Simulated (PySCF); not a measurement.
Al(F)(OH)2 (AlFH₂O₂), SMILES [OH][Al]([OH])[F].

Geometry: TPSSh-D3(BJ)/def2-SVP. The values are those of a single conformer.

Computed with PySCF with HF/def2-TZVPD.

Symmetry labels are those of the subgroup Cs that the program uses (full group Cs).

Computed valence orbital energies around the gap with their symmetry:
| orbital | symmetry | energy (eV) |
|---|---|---|
| HOMO−7 | A' | -18.65 |
| HOMO−6 | A' | -17.99 |
| HOMO−5 | A" | -17.01 |
| HOMO−4 | A' | -16.97 |
| HOMO−3 | A' | -14.64 |
| HOMO−2 | A' | -14.56 |
| HOMO−1 | A" | -14.24 |
| HOMO | A" | -13.78 |
| LUMO | A' | 0.79 |
| LUMO+1 | A' | 2.07 |
| LUMO+2 | A' | 2.48 |
| LUMO+3 | A" | 2.51 |
